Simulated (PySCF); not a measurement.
Zn(Cl)(Me) (CH3ClZn), SMILES [Cl][Zn][CH3]. Geometry optimised at B3LYP-D3(BJ)/def2-TZVP.

Q: Give the equilibrium geometry at B3LYP-D3(BJ)/def2-TZVP (PySCF confirms it by a frequency run) as a Z-matrix, and its point group. (Estimate from the structure and the level; the computed values follow.)

A: point group C3v.
```
C
H 1 1.0900
H 1 1.0900 2 108.88
H 1 1.0900 2 108.88 3 118.59
Zn 1 1.9388 2 110.05 3 -120.71
Cl 5 2.1248 3 156.12 1 180.00
```
